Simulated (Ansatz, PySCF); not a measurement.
B₂O₂, SMILES O=BB=O. Atoms are numbered in the order given.

```xyz
4

O      0.0000    -2.0168     0.0013
B      0.0000    -0.8202     0.0016
B      0.0000     0.8202     0.0016
O      0.0000     2.0168     0.0013
```
Charge 0, spin multiplicity 1.

Geometry: PBE0-D3(BJ)/def2-TZVP. One conformer was computed; it need not be the lowest.

Two levels are set side by side: PBE-D3(BJ)/def2-TZVP (Ansatz, a quantum-chemistry and plane-wave program) and PBE0-D3(BJ)/def2-TZVP (Ansatz). Each level has its own optimised geometry; the coordinates shown are those of the second. Frequencies come from the Hessian of PySCF at each geometry. Differences are taken from unrounded values.

```tsv
quantity	PBE0-D3(BJ)	PBE-D3(BJ)	PBE-D3(BJ) minus PBE0-D3(BJ)
mean bond length (Å)	1.345	1.352	0.008
bond O1–B2 (Å)	1.197	1.211	0.014
bond B2–B3 (Å)	1.640	1.635	-0.005
bond B3–O4 (Å)	1.197	1.211	0.014
highest harmonic wavenumber (cm⁻¹)	2158	2059	-99
mean harmonic wavenumber (cm⁻¹)	883	847	-35
zero-point energy (kcal/mol)	8.83	8.48	-0.35
```

GGA bonds tend to be longer and softer than those of functionals with exact exchange. Differences between two approximate levels are no errors against the true value.
